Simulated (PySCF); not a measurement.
**Basis-set dependence of excited states**

Compound: C₃H₆Cl₂Si.
Numbering: `[CH2:1]=[CH:2][C@H:3]([Cl:4])[SiH2:5][Cl:6]` (hydrogens: H7, H8 on C1; H9 on C2; H10 on C3; H11, H12 on Si5)

TDDFT with PBE0 (PySCF), vertical singlets, core orbitals frozen in the response, spherical d and f functions. Geometry: PBE0-D3(BJ)/def2-SVP, one conformer, isolated molecule.

```json
{"basis": "6-31G*", "functions": "108", "diffuse": "no", "S1 (eV)": "6.13", "S2 (eV)": "6.61", "S3 (eV)": "6.95", "S4 (eV)": "7.03", "S5 (eV)": "7.29", "LUMO (eV)": "-0.56", "α (au)": "72.1"}
{"basis": "def2-SVP", "functions": "126", "diffuse": "no", "S1 (eV)": "6.15", "S2 (eV)": "6.66", "S3 (eV)": "7.02", "S4 (eV)": "7.26", "S5 (eV)": "7.29", "LUMO (eV)": "-0.57", "α (au)": "73.4"}
{"basis": "6-31+G*", "functions": "132", "diffuse": "yes", "S1 (eV)": "5.95", "S2 (eV)": "6.44", "S3 (eV)": "6.70", "S4 (eV)": "6.79", "S5 (eV)": "6.97", "LUMO (eV)": "-0.90", "α (au)": "83.7"}
{"basis": "def2-SVPD", "functions": "186", "diffuse": "yes", "S1 (eV)": "5.97", "S2 (eV)": "6.48", "S3 (eV)": "6.80", "S4 (eV)": "6.90", "S5 (eV)": "7.07", "LUMO (eV)": "-0.91", "α (au)": "92.3"}
{"basis": "aug-cc-pVDZ", "functions": "204", "diffuse": "yes", "S1 (eV)": "5.91", "S2 (eV)": "6.42", "S3 (eV)": "6.65", "S4 (eV)": "6.73", "S5 (eV)": "6.91", "LUMO (eV)": "-0.91", "α (au)": "93.4"}
{"basis": "def2-TZVP", "functions": "240", "diffuse": "no", "S1 (eV)": "5.98", "S2 (eV)": "6.51", "S3 (eV)": "6.85", "S4 (eV)": "6.96", "S5 (eV)": "7.04", "LUMO (eV)": "-0.79", "α (au)": "85.8"}
{"basis": "def2-TZVPD", "functions": "300", "diffuse": "yes", "S1 (eV)": "5.88", "S2 (eV)": "6.40", "S3 (eV)": "6.69", "S4 (eV)": "6.76", "S5 (eV)": "6.91", "LUMO (eV)": "-0.91", "α (au)": "93.9"}
```

**Question.** Compare the sets with the largest diffuse one.

**Answer.** States are compared by their number. Against the largest diffuse basis here (def2-TZVPD, itself not a converged limit), sets without diffuse functions differ by up to 0.27 eV in S1 and 0.39 eV in S5; the smaller diffuse sets differ by up to 0.09 and 0.16 eV. State by state, the largest deviation of a set without diffuse functions is S1 0.27, S2 0.26, S3 0.33, S4 0.50, S5 0.39 eV. The same number needn't mean the same state in each row. Against def2-TZVPD the polarisability deviates by -23% in 6-31G*, -22% in def2-SVP, -11% in 6-31+G*, -2% in def2-SVPD, -1% in aug-cc-pVDZ, -9% in def2-TZVP. A single + in a Pople set puts diffuse functions on heavy atoms only.
